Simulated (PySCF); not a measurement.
# Al⁺: excitation energy

Al⁺ [Ne] 3s2 (1S) → Al⁺ [Ne] 3p2 (3P), as a difference of total energies. All numbers are calculated (PySCF 2.14, scalar relativity by spin-free X2C-1e, in x2c-TZVPPall (5s5p3d1f, 42 functions)). Correlated levels: valence: [Ne] frozen; valence and next inner shell: 1s2 frozen. The calculations carry no spin-orbit coupling.

| method | excitation energy (eV) | error (eV) |
| --- | --- | --- |
| UHF | 10.746 | -0.934 |
| LDA | 10.711 | -0.969 |
| PBE | 10.464 | -1.216 |
| PBE0 | 10.663 | -1.017 |
| r2SCAN | 10.264 | -1.416 |
| PBEsol | 10.398 | -1.282 |
| B2PLYP | 11.246 | -0.434 |
| PW91 | 10.469 | -1.211 |
| BLYP | 10.778 | -0.902 |
| MP2 (valence) | 11.331 | -0.349 |
| SCS-MP2 (valence) | 11.589 | -0.091 |
| MP2 (valence and next inner shell) | 11.528 | -0.152 |
| SCS-MP2 (valence and next inner shell) | 11.743 | +0.063 |

Reference: 11.680 eV (measured; NIST levels, between the centres of gravity of the two terms).

Errors of the correlated levels include the incompleteness of this basis and the frozen core.

The basis was made for the ground configuration and has no added diffuse functions, so the excitation energy can come out too high.
